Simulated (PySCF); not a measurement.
Compound: mer-MoCl3(PH3)3 (quartet state).
Bonds: Mo1–Cl2, Mo1–Cl3, Mo1–Cl4, Mo1–P5, Mo1–P9, Mo1–P13. Hydrogens: H6, H7, H8 on P5; H10, H11, H12 on P9; H14, H15, H16 on P13.

Computed by this run: PBE0-D3(BJ)/def2-SVP geometry optimisation, gas phase, def2 core potentials past Kr (PySCF 2.14.0); unrestricted, density fitting, grid level 1; the optimiser is geomeTRIC in internal coordinates, started from a GFN2-xTB structure with every atom displaced at random (about 0.03 Å).

Geometry at step 1:
```
atom  x, y, z in Å
Mo1     0.6666   -0.0466    0.0061
Cl2     0.5209   -0.0314    2.3837
Cl3     0.4364    0.0523   -2.3797
Cl4     3.0065    0.0360   -0.1109
P5     -1.8557    0.0063   -0.0210
H6     -2.5618    0.9548    0.7716
H7     -2.5934   -1.1370    0.4017
H8     -2.5033    0.2484   -1.2617
P9      0.5993    2.5122    0.0383
H10     1.8362    3.2049   -0.0493
H11     0.0203    3.1965    1.1421
H12    -0.0777    3.1954   -1.0112
P13     0.5893   -2.5259    0.0076
H14     1.8460   -3.1939    0.0549
H15     0.0129   -3.3060   -1.0346
H16     0.0229   -3.1997    1.1288
```

Task: Give the atomic forces at this geometry.

Result: 
| atom | Fx (eV/Å) | Fy (eV/Å) | Fz (eV/Å) |
| --- | --- | --- | --- |
| Mo1 | -0.143 | 0.607 | -0.342 |
| Cl2 | -0.049 | -0.053 | 0.210 |
| Cl3 | -0.018 | -0.037 | -0.097 |
| Cl4 | 0.099 | -0.062 | 0.100 |
| P5 | -0.313 | 0.031 | 0.123 |
| H6 | 0.087 | -0.021 | 0.007 |
| H7 | 0.053 | 0.031 | -0.057 |
| H8 | 0.038 | -0.062 | 0.039 |
| P9 | 0.048 | 0.149 | -0.131 |
| H10 | -0.035 | -0.124 | 0.072 |
| H11 | 0.062 | -0.080 | -0.017 |
| H12 | 0.004 | -0.117 | 0.053 |
| P13 | 0.360 | -0.826 | 0.194 |
| H14 | -0.029 | 0.199 | -0.069 |
| H15 | -0.063 | 0.195 | 0.025 |
| H16 | -0.102 | 0.169 | -0.111 |

The largest, 0.92 eV/Å, acts on P13; the rms over all components is 0.194 eV/Å. The forces sum to zero within rounding, as they must for an isolated molecule in no field.

Task: Give the force on P13 in Eh/bohr and in nN.

Result: 0.922 eV/Å ÷ 51.422 = 0.01792 Eh/bohr, and 0.922 eV/Å × 1.602 = 1.48 nN.

Task: How far is this geometry from the end of the optimisation?

Result: 0.087 eV above it, and 0.184 Å rms away after alignment. The bonds farthest from their final lengths, with half the difference of the two atoms' forces along the bond (positive lengthens):

| bond | now (Å) | final (Å) | force along bond (eV/Å) |
| --- | --- | --- | --- |
| Mo1–P13 | 2.481 | 2.527 | +0.71 |
| Mo1–P9 | 2.560 | 2.528 | -0.23 |
| Mo1–Cl2 | 2.382 | 2.410 | +0.27 |
| Mo1–Cl4 | 2.344 | 2.359 | +0.10 |
| Mo1–P5 | 2.523 | 2.537 | +0.08 |
| P13–H14 | 1.424 | 1.415 | -0.42 |

The angle farthest from its final value is Cl2–Mo1–P5, 87.1° against 80.3°.

Of the 5 listed bonds off by 0.010 Å or more, this force points towards the final length in 5.

The cost below is that of the whole optimisation. Time: 28 min wall; peak memory 1.1 GiB. Hardware: one thread, AMD EPYC (x86_64), shared host with 64 logical CPUs at a one-minute load of 61.
